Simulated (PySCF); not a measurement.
C9H8O, SMILES c1ccc(OC)c(C#C)c1 at its GFN2-xTB optimised geometry (Å):

```
18

C     -2.3142    -2.3464     0.0019
C     -1.6977    -1.3164     0.0016
C     -0.9935    -0.0893     0.0000
C     -1.6841     1.1174    -0.0004
C     -1.0001     2.3193    -0.0003
C      0.3828     2.3175     0.0001
C      1.0892     1.1247     0.0000
C      0.4153    -0.0893     0.0000
O      1.0104    -1.3128    -0.0001
C      2.4138    -1.3807     0.0044
H     -2.8436    -3.2519     0.0052
H     -2.7640     1.0983    -0.0007
H     -1.5436     3.2519    -0.0003
H      0.9262     3.2508     0.0004
H      2.1677     1.1544     0.0000
H      2.8380    -0.9117     0.8986
H      2.8436    -0.9156    -0.8891
H      2.6559    -2.4425     0.0073
```

Calculation: CAM-B3LYP/def2-SVP run with PySCF.

Map of the HOMO−1 amplitude (bohr^(-3/2)) on the plane z = 0.8 Å; orbital energy -8.25 eV, overall sign arbitrary:

```
|+++++++++++++++++++++++++++|
|+++++++++++++++++++++++++++|
|+++++++++++++++++++++++++++|
|++++++++++=++++++++++++++++|
|++++++++====+++++++++++++++|
|+++++++======++++++++++++++|
|++++++====--=+**+++++++++++|
|+++++====-::=+##*++++++++++|
|+++++===-:.:=*###*+++++++++|
|++++===-:..:=*#%%#*++++++++|
|++++===-.  :=*%@@%*++++++++|
|++++===-. .-=*#@@#*++++++++|
|+++++===-::-=*#%#**++++++++|
|+++++====---=*##**+++++++++|
|+++++++++====++++++++++++++|
|++++++++**++++====+**++++++|
|+++++++*##*++==::=+++++++++|
|++++++*###*++==--==++++++++|
|++++++*#%#*++======++++++++|
|++++++*##**+++====+++++++++|
|++++++****+++++++++++++++++|
|+++++++++++++++++++++++++++|
|+++++++++++++++++++++++++++|
|+++++++++++++++++++++++++++|
|+++++++++++++++++++++++++++|
|+++++++++++++++++++++++++++|
|+++++++++++++++++++++++++++|
```
Scale: ten equal steps from -0.114 (start of ' ') to 0.110 (end of '@'), in the order ' .:-=+*#%@'; x runs from -5.50 to 5.50, y from -5.50 (bottom) to 5.50 (top).
